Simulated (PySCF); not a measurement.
Relaxation of singlet MoS₃

Computed with PySCF, PBE0, basis Mo def2-SVP with ECP28, S def2-SVP (scalar-relativistic core potentials, no spin–orbit coupling, density fitting). A (50,194) grid was used.

A start displaced from a saddle point along its imaginary mode, of C3v symmetry, held to at least that symmetry:

Coordinates in bohr (charge 0 multiplicity 1):
```
Mo    0.0000    0.0000    0.2222
S     4.0165    0.0000   -0.2268
S    -2.0082    3.4784   -0.2268
S    -2.0083   -3.4784   -0.2268
```

What forces act on the atoms at the start (eV/Å)?


```
atom     Fx     Fy     Fz
 Mo1   0.01   0.00   0.74
  S2  -0.49   0.00  -0.24
  S3   0.24  -0.43  -0.25
  S4   0.24   0.43  -0.25
```

What does it relax to?

It ends at C3v with Mo–S 2.111 Å (×3); S–Mo–S 108.2° (×3) (after a last refinement on a finer grid). A frequency run shows a minimum. Other isomers or separated fragments may lie lower.

How much energy is released, and in how many steps?

44.5 kJ/mol in 6 steps.
